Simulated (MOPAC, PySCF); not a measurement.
C8H8, SMILES `C1=CC2CC=CC=2C1`, neutral singlet in the gas phase. 

Cartesian coordinates (Å):
```xyz
16

C      2.2018    -0.2743     0.0046
C      1.2743    -1.2807    -0.0711
C     -0.0532    -0.6864    -0.0457
C      0.0532     0.6864     0.0457
C     -1.2743     1.2807     0.0711
C     -2.2018     0.2743    -0.0046
C     -1.5030    -1.0682    -0.0858
C      1.5030     1.0682     0.0858
H      3.2937    -0.3939     0.0080
H      1.4995    -2.3545    -0.1394
H     -1.4995     2.3545     0.1394
H     -3.2937     0.3939    -0.0080
H     -1.7777    -1.6202    -1.0134
H     -1.7959    -1.7366     0.7558
H      1.7777     1.6202     1.0134
H      1.7959     1.7366    -0.7558
```
Charge 0, multiplicity 1.

All levels are single points at this geometry (PBE-D3(BJ)/def2-SVP); Pople sets use spherical d functions. Orbital energies aren't observables, and empty levels follow the basis.

```
level                          HOMO (eV)  LUMO (eV)  gap (eV)  dipole (D)  vertical IE, Delta-SCF (eV)
-----------------------------  ---------  ---------  --------  ----------  ---------------------------
PBE-D3(BJ)/def2-TZVP in PySCF      -4.57      -1.77      2.79        0.00                         7.22
B3LYP/3-21G in PySCF               -4.99      -0.72      4.28        0.00                            –
B3LYP/6-311+G** in PySCF           -5.29      -1.14      4.15        0.00                            –
B3LYP/6-31G* in PySCF              -4.90      -0.72      4.18        0.00                         6.96
BP86/6-31G* in PySCF               -4.29      -1.51      2.77        0.00                            –
SVWN5/6-31G* in PySCF              -4.35      -1.54      2.80        0.00                         7.19
HF/3-21G in PySCF                  -7.16       2.96     10.12        0.00                            –
HF/6-31G* in PySCF                 -7.00       3.05     10.05        0.00                            –
HF/STO-3G in PySCF                 -5.34       5.94     11.27        0.00                            –
AM1 in MOPAC                       -8.34      -0.01      8.33        0.00                            –
PM3 in MOPAC                       -8.48      -0.17      8.31        0.00                            –
PM6 in MOPAC                       -8.36       0.14      8.50        0.00                            –
PM7 in MOPAC                       -8.47      -0.05      8.42        0.00                            –
```
